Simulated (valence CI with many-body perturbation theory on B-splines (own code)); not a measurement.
## Forbidden lines of Sm⁴⁶⁺

Method: valence CI with perturbative core correlation (CI+MBPT): six valence electrons over a frozen Dirac-Fock core [Ne], radial functions for each j: 9 s, 9 p, 8 d, 6 f, 3 g, 1 h, with the one-electron correlation potential Σ1 (screened to all orders), the two-electron term Σ2, the three-electron term Σ3, Breit, model QED; selected single and double excitations, second order for the rest, scaled by the run's own slope (own B-spline code, finite nucleus).

No measured spectrum was set against this ion. As an estimate, large intervals hold to a few tenths of a per cent, small ones and those within an open d or f shell to about a per cent. Among the levels kept, up to 1100 cm⁻¹ of a level comes from second order outside the variational space, and about a tenth of that is noise between levels of different J, which matters for small intervals.

Lines 1 to 26 of 26 in falling wavelength, among levels below 30.400 Ry, chosen from the decays that carry over 1 % of a level's rate. Wavelengths and rates use the calculated energies. Electric multipoles are in the length gauge with retardation, E1 and E2 with the static RPA response of the core. M1 uses the relativistic operator with retardation. Weak lines are less certain than strong ones. Lines between different terms over intervals too small for the method are left out, as are lines whose strength nearly cancels.

Levels are named by their leading jj configuration (3d3/2^4 stands for four electrons in 3d with j = 3/2), which in mixed levels can hold well under half, so a name can repeat and another be missing. Letters in brackets count levels of one name in rising energy.

| λ vac (nm) | Upper | Lower | Type | A (s⁻¹) | Branch % |
| --- | --- | --- | --- | --- | --- |
| 79.90 | (3s^2 3p1/2^2 3p3/2^2) J=0 | (3s^2 3p1/2^2 3p3/2^2) J=2 | E2 | 9.45e+00 | 100.0 |
| 39.39 | (3s^2 3p1/2^2 3p3/2 3d5/2) J=4 | (3s^2 3p1/2^2 3p3/2 3d3/2) J=3 | M1 | 2.03e+05 | 97.2 |
| 39.29 | (3s^2 3p1/2 3p3/2^2 3d5/2) J=4 [b] | (3s^2 3p1/2 3p3/2^2 3d3/2) J=4 | M1 | 6.04e+04 | 1.1 |
| 36.03 | (3s^2 3p1/2 3p3/2^2 3d5/2) J=5 | (3s^2 3p1/2 3p3/2^2 3d3/2) J=4 | M1 | 2.33e+05 | 4.3 |
| 31.70 | (3s^2 3p1/2 3p3/2^2 3d5/2) J=4 [b] | (3s^2 3p1/2 3p3/2^2 3d3/2) J=3 [a] | M1 | 1.72e+05 | 3.2 |
| 12.88 | (3s^2 3p1/2 3p3/2^2 3d3/2) J=4 | (3s^2 3p1/2^2 3p3/2 3d5/2) J=3 | M1 | 1.45e+05 | 2.9 |
| 10.67 | (3s^2 3p1/2 3p3/2^2 3d3/2) J=4 | (3s^2 3p1/2^2 3p3/2 3d5/2) J=4 | M1 | 7.36e+04 | 1.5 |
| 10.50 | (3s^2 3p1/2 3p3/2^2 3d5/2) J=4 [a] | (3s^2 3p1/2^2 3p3/2 3d5/2) J=3 | M1 | 6.97e+06 | 26.0 |
| 9.699 | (3s^2 3p1/2 3p3/2^2 3d5/2) J=4 [b] | (3s^2 3p1/2^2 3p3/2 3d5/2) J=3 | M1 | 2.28e+06 | 42.4 |
| 9.380 | (3s^2 3p1/2 3p3/2^3) J=1 | (3s^2 3p1/2^2 3p3/2^2) J=0 | M1 | 8.17e+06 | 23.5 |
| 8.987 | (3s^2 3p1/2 3p3/2^2 3d5/2) J=4 [a] | (3s^2 3p1/2^2 3p3/2 3d5/2) J=4 | M1 | 1.92e+07 | 71.7 |
| 8.510 | (3s^2 3p1/2 3p3/2^2 3d5/2) J=4 [b] | (3s^2 3p1/2^2 3p3/2 3d5/2) J=2 | E2 | 9.02e+04 | 1.7 |
| 8.397 | (3s^2 3p1/2 3p3/2^2 3d3/2) J=4 | (3s^2 3p1/2^2 3p3/2 3d3/2) J=3 | M1 | 4.47e+06 | 90.6 |
| 8.397 | (3s^2 3p1/2 3p3/2^2 3d3/2) J=4 | (3s^2 3p1/2^2 3p3/2 3d3/2) J=3 | E2 | 1.58e+05 | 3.2 |
| 8.395 | (3s^2 3p1/2 3p3/2^3) J=1 | (3s^2 3p1/2^2 3p3/2^2) J=2 | M1 | 2.63e+07 | 75.9 |
| 8.393 | (3s^2 3p1/2 3p3/2^2 3d5/2) J=4 [b] | (3s^2 3p1/2^2 3p3/2 3d5/2) J=4 | M1 | 2.60e+06 | 48.3 |
| 8.393 | (3s^2 3p1/2 3p3/2^2 3d5/2) J=4 [b] | (3s^2 3p1/2^2 3p3/2 3d5/2) J=4 | E2 | 1.11e+05 | 2.1 |
| 8.234 | (3s^2 3p1/2 3p3/2^2 3d5/2) J=5 | (3s^2 3p1/2^2 3p3/2 3d5/2) J=4 | M1 | 4.99e+06 | 91.8 |
| 8.234 | (3s^2 3p1/2 3p3/2^2 3d5/2) J=5 | (3s^2 3p1/2^2 3p3/2 3d5/2) J=4 | E2 | 1.56e+05 | 2.9 |
| 8.070 | (3s^2 3p3/2^4) J=0 | (3s^2 3p1/2 3p3/2^3) J=2 | E2 | 9.02e+05 | 1.0 |
| 8.029 | (3s^2 3p1/2 3p3/2^2 3d3/2) J=4 | (3s^2 3p1/2^2 3p3/2 3d3/2) J=2 | E2 | 7.98e+04 | 1.6 |
| 7.963 | (3s^2 3p1/2 3p3/2^3) J=2 | (3s^2 3p1/2^2 3p3/2^2) J=2 | M1 | 1.66e+07 | 97.9 |
| 7.963 | (3s^2 3p1/2 3p3/2^3) J=2 | (3s^2 3p1/2^2 3p3/2^2) J=2 | E2 | 3.02e+05 | 1.8 |
| 7.671 | (3s^2 3p3/2^4) J=0 | (3s^2 3p1/2 3p3/2^3) J=1 | M1 | 7.31e+07 | 82.7 |
| 7.317 | (3s^2 3p1/2 3p3/2^2 3d5/2) J=4 [a] | (3s^2 3p1/2^2 3p3/2 3d3/2) J=3 | M1 | 5.22e+05 | 1.9 |
| 5.521 | (3s^2 3p1/2^2 3p3/2 3d5/2) J=4 | (3s^2 3p1/2^2 3p3/2^2) J=2 | M2 | 5.75e+03 | 2.8 |
